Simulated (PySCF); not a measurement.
$^{17}$O shieldings along a series

GIAO PBE0/pcSseg-1 on GFN2-xTB geometries (PySCF 2.14, gas phase, non-relativistic):

| SMILES | HOMO–LUMO gap (eV) | σ(O) (ppm) |
| --- | --- | --- |
| C[Si](C)(C)O[SiH2][SiH3] | 7.50 | 303.7 |
| NC(=O)[SiH2][SiH3] | 6.69 | -182.6 |
| COC[SiH2][SiH3] | 7.85 | 320.7 |
| CO[SiH2][SiH3] | 7.93 | 350.3 |
| O=C[SiH2][SiH3] | 5.58 | -611.4 |

(1) Fit σ(O) as a line in the HOMO–LUMO gap. How well does it hold?

(2) A further member, `CC(=O)[SiH2][SiH3]`, has x = 5.66. What does the line predict, and what does the calculation give?

## Answers

(1) σ = -2989.5 + 425.6 x, with x in eV; correlation +0.99, rms deviation 53.0 ppm, largest 101.6 ppm at `C[Si](C)(C)O[SiH2][SiH3]`. A larger gap weakens the paramagnetic term, which raises σ.

(2) The line gives -580.6 ppm; the calculation -539.4 ppm, a difference of 41.2 ppm, within the usual scatter of the fit.
